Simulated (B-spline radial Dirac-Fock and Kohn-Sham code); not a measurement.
## Satellites and hypersatellites of the K lines of Rh⁵⁺

System: Rh⁵⁺ in the configuration [Kr] 4d4, inside a Watson sphere of charge -5 and radius 2.4 Å (a model of the Madelung potential; inside it an electron's potential energy is raised by 30.0 eV).

Level of theory: Dirac-Fock ΔSCF + Breit + QED; a B-spline atomic structure program. Each two-hole energy is an average over J within one jj subconfiguration, not an observable level; in light atoms, where LS coupling holds, the j-resolved values are not observed lines, and for a K spectator the Kα1 hypersatellite is nearly forbidden. The model has no electron correlation.

Lines without a spectator: Kα2 (K-L2) 20071.1 eV, Kα1 (K-L3) 20213.6 eV, Kβ3 (K-M2) 22695.7 eV, Kβ1 (K-M3) 22720.9 eV. Shifts in eV with one spectator hole (a dash: not computed, or left out as unreliable):

| spectator hole | Kα2 | Kα1 | Kβ3 | Kβ1 |
| --- | --- | --- | --- | --- |
| L2 (2p1/2) | +54.3 | +67.9 | – | +146.2 |
| L3 (2p3/2) | +55.0 | +54.6 | +132.3 | – |
| M2 (3p1/2) | – | +7.21 | +16.96 | +20.70 |
| M3 (3p3/2) | +5.57 | – | +18.05 | +17.47 |
| M4 (3d3/2) | +0.70 | -1.57 | – | – |
| M5 (3d5/2) | -1.92 | -0.31 | – | – |

Task: Where does the K-L3 hypersatellite lie, emitted when both K electrons are missing?

Result: +520.0 eV from the normal line, at 20733.5 eV. Removing both K electrons costs 47264.0 eV, which is 707.7 eV more than twice the K binding energy.

With n spectator holes in 2p, averaged over the 2p shell (energies in eV):

```
n     KαLⁿ   step  hypersatellite KαʰLⁿ
0  20166.0      –               20681.7
1  20224.3  +58.3               20741.4
2  20283.8  +59.5               20802.3
3  20344.5  +60.7               20864.4
4  20406.5  +62.0               20927.8
5  20469.8  +63.3               20992.5
```
